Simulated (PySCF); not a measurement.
## Cost of excited-state runs on `InChI=1S/C6HF2N/c7-4-2-1-3-6(8)5-9/h4H`

Bonds (- single, = double, # triple, : aromatic): N1#C2 1.160 Å, C2-C3 1.430 Å, C3-F4 1.329 Å, C3=C5 1.322 Å, C5=C6 1.278 Å, C6=C7 1.280 Å, C7=C8 1.318 Å, C8-F9 1.320 Å. C8 carries H10.

PySCF with density fitting, on 1 thread of an Arm Neoverse V1, shared host. Command: `OMP_NUM_THREADS=1 python excited_run.py task.json out`

Task: How long does each of these runs take, and how much memory?
- first hyperpolarisability, CAM-B3LYP/aug-cc-pVDZ; usual settings
- circular dichroism and optical rotation, CAM-B3LYP/aug-cc-pVDZ; 12 states; IEF-PCM dimethylsulfoxide
- circular dichroism and optical rotation, CAM-B3LYP/aug-cc-pVDZ; 12 states
- excited states, wB97X-D/def2-TZVP; Tamm-Dancoff; spin-orbit couplings; 6 states; 5 triplets; quadratic response for 4 states
- excited states, CAM-B3LYP/aug-cc-pVDZ; two-photon moments; 8 states; quadratic response for 6 states; 0 triplets

Result: 
| run | level | basis functions | wall time | peak memory (GiB) |
| --- | --- | --- | --- | --- |
| first hyperpolarisability | CAM-B3LYP/aug-cc-pVDZ | 216 | 46 s | 0.86 |
| circular dichroism and optical rotation | CAM-B3LYP/aug-cc-pVDZ | 216 | 90 s | 0.96 |
| circular dichroism and optical rotation | CAM-B3LYP/aug-cc-pVDZ | 216 | 90 s | 0.99 |
| excited states | wB97X-D/def2-TZVP | 285 | 67 s | 1 |
| excited states | CAM-B3LYP/aug-cc-pVDZ | 216 | 61 s | 0.91 |

Times from a shared host are rough.
